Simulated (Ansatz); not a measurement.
Reaction (formal exchange of groups at a Te–Ga bond): `[CH3][Ga]([CH3])[TeH]` + propane → `CCC[TeH]` + `[CH3][GaH][CH3]`

Gas-phase electronic energies from Ansatz, PBE0-D4/def2-TZVP geometries. CCSD(T)/CBS is the MP2 limit (def2-TZVPP, def2-QZVPP) plus CCSD(T) − MP2 in def2-TZVPP, frozen cores. DFT in def2-TZVPP. B3LYP here is the variant with VWN-RPA as its local correlation; programs differ in this. Elements past krypton have def2 core potentials. For Ga, Te outer-core shells are correlated without core-valence functions, which leaves a few kJ/mol of doubt a bond. Scalar relativity is left out up to krypton. One conformer a species, not always the lowest.

| level | ΔE (kJ/mol) |
| --- | --- |
| B3LYP-D4 | 168.8 |
| ωB97X-V | 164.4 |
| PBE | 168.2 |
| HF/def2-QZVPP | 174.7 |

Question: What does CCSD(T)/CBS give? (An estimate is asked.)

Answer: The calculation gave: +166.7 kJ/mol. The listed levels differ from it by 2.1, -2.3, 1.5, 8.0 kJ/mol.

Largest T1 diagnostic among the species: 0.011.

From PBE to PBE0 (25 % exact exchange), in def2-TZVPP and without D4, ΔE moves by +3.9 kJ/mol. In def2-TZVPP, CCSD(T) changes the Hartree–Fock value by −10.9 kJ/mol (the triples alone add −1.0 kJ/mol) and MP2 by −7.0 kJ/mol.
